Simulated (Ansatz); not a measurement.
A series at Si: from `N[Si](F)(F)F`, ligands are replaced one by one, each step taking up H₂O and setting free H–F; n counts the steps. Ansatz, PBE0-D4/def2-TZVP geometries. Each molecule was computed in one conformer, which needn't be the lowest.

CBS adds triple-zeta CCSD(T) − MP2 to the MP2 limit, frozen cores; atoms without spin–orbit coupling. 

```json
{"n": "0", "molecule": "`N[Si](F)(F)F`", "atomization energy, CCSD(T)/CBS (kJ/mol)": "2987.0"}
{"n": "1", "molecule": "`N[Si](O)(F)F`", "atomization energy, CCSD(T)/CBS (kJ/mol)": "?"}
{"n": "2", "molecule": "`N[Si](O)(O)F`", "atomization energy, CCSD(T)/CBS (kJ/mol)": "3676.6"}
{"n": "3", "molecule": "`N[Si](O)(O)O`", "atomization energy, CCSD(T)/CBS (kJ/mol)": "4015.1"}
```

Q: By hand: fit a straight line y = ȳ + b (n − n̄) to the 3 given rows and predict n = 1.

A: n̄ = 1.667, ȳ = 3559.57; Σ(n − n̄)(y − ȳ) = 1600.67, Σ(n − n̄)² = 4.667, so b = 342.98 kJ/mol a step. Prediction: 3559.57 + (342.98) × (-0.667) = 3330.8 kJ/mol.

Q: By hand: compare with the computed value, 3333.5 kJ/mol, and give the steps along the whole series.

A: The line misses by 2.7 kJ/mol (computed minus predicted). Steps: 346.5, 343.1, 338.5 kJ/mol.

The steps differ by at most 8.0 kJ/mol, 2.3 % of a mean step, so the ligands' effects nearly add and a line is close. The miss is 0.3 % of the series' range. The energies themselves are unsure by some kJ/mol a bond, though much of that is common to the series.
